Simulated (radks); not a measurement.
Spin polarisation of the 5d5 shell in neutral rhenium. Start: [Xe] 4f14 5d(up 2.5, down 2.5) 6s2; electrons of 5d are moved from spin down to spin up, other shells keep equal spins. Calculated with a radial shooting solver on a logarithmic mesh with Libxc functionals: non-relativistic Kohn-Sham, r2SCAN, spin-polarised, spherical densities, point nucleus; meta-GGA in the generalised Kohn-Sham scheme.

moment (Bohr magnetons)	E - E(0) (eV)	e(5d up) (eV)	e(5d down) (eV)	6s down minus up (eV)	5p down minus up (eV)	4f down minus up (eV)
0	0.000	-6.969	-6.969	0.000	0.000	0.000
1	-0.201	-7.351	-6.547	0.240	0.726	0.117
2	-0.805	-7.697	-6.082	0.490	1.455	0.233
3	-1.820	-8.011	-5.560	0.763	2.188	0.347
4	-3.261	-8.292	-4.975	1.061	2.930	0.459
5	-5.143	-8.535	-4.316	1.395	3.680	0.570

At moment 5 the spin-polarisation energy is -5.143 eV and the 5d exchange splitting 4.219 eV, that is 0.844 eV per Bohr magneton; E = -I m^2/4 would give I = 0.823 eV.
